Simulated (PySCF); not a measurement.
## Spinor energies of Sm+ (samarium, charge +1)

Start: [Xe] 4f6 6s1; 4f5/2 filled at m_j = -5/2, -3/2, -1/2, +1/2, +3/2, +5/2; 6s1/2 filled at m_j = +1/2. Calculated with PySCF 2.14 in x2c-TZVPall-2c with one added diffuse shell each of s, p, d, f type (12s12p11d5f1g, 147 functions): generalised Hartree-Fock with the X2C-1e Hamiltonian and a Gaussian nucleus; one run each with spin-orbit coupling (SO) switched off, then screened by Boettger's factors.

| spinor shell | electrons | ε, spin-free (eV) | ε, screened SO (eV) | weight of nominal j (screened SO) | rms radius, screened SO (bohr) |
| --- | --- | --- | --- | --- | --- |
| 1s1/2 | 2 | -47071.4 | -47063.5 | 1.000 | 0.0259 |
| 2s1/2 | 2 | -7813.3 | -7810.9 | 1.000 | 0.105 |
| 2p1/2 | 2 | -6964.4 | -7388.2 | 1.000 | 0.0900 |
| 2p3/2 | 4 | -6964.4 | -6781.0 | 1.000 | 0.0962 |
| 3s1/2 | 2 | -1764.7 | -1763.9 | 1.000 | 0.271 |
| 3p1/2 | 2 | -1493.7 | -1581.4 | 1.000 | 0.263 |
| 3p3/2 | 4 | -1493.7 | -1455.2 | 1.000 | 0.276 |
| 3d3/2 | 4 | -1126.0 | -1142.3 | 0.995 | 0.248 |
| 3d5/2 | 6 | -1126.0 | -1114.4 | 0.997 | 0.251 |
| 4s1/2 | 2 | -376.63 | -376.40 | 1.000 | 0.616 |
| 4p1/2 | 2 | -284.94 | -305.78 | 0.971 | 0.636 |
| 4d3/2 | 4 | -153.11 | -159.09 | 0.705 | 0.723 |
| 4d5/2 | 6 | -153.11 | -148.93 | 0.803 | 0.728 |
| 5s1/2 | 2 | -59.145 | -59.111 | 1.000 | 1.53 |
| 5p1/2 | 2 | -34.745 | -38.089 | 0.901 | 1.72 |
| 5p3/2 | 4 | -34.745 | -33.250 | 0.951 | 1.83 |
| 4f5/2 | 6 | -19.445 | -19.410 | 0.557 | 1.06 |
| 6s1/2 | 1 | -10.361 | -10.364 | 1.000 | 4.35 |

(1) Where does 4p3/2 lie, and what is the 4p spin-orbit splitting (screened SO)?

```
   quantity     spin-free   screened SO
E (hartree)  -10419.94042  -10425.89644
        M_J           1/2           1/2
       ⟨J²⟩         6.766         6.262
       ⟨L²⟩        12.011        11.924
       ⟨S²⟩        15.755        15.633
```

The determinant has a definite M_J but mixes levels of different J.

Each row is a mean over spinors that exchange with the open shell spreads, by up to 15.722 eV (4d3/2).

Rows whose weight is well below 1 are mixtures of j = l ± 1/2: exchange outweighs spin-orbit coupling there, and the label is only the starting occupation.

Breit and QED terms are absent; they matter most for the inner s and p1/2 levels.

Densities and radii are taken from the X2C orbitals without a picture-change correction, which distorts them close to the nucleus.

Without spin-orbit coupling the j labels of p, d and f shells carry no meaning; the spin-free column gives the mean over the occupied spinors of each nl shell, and its ⟨J²⟩ belongs to a mixture of degenerate components.

Results:

(1) At -275.66 eV, 30.120 eV above 4p1/2.
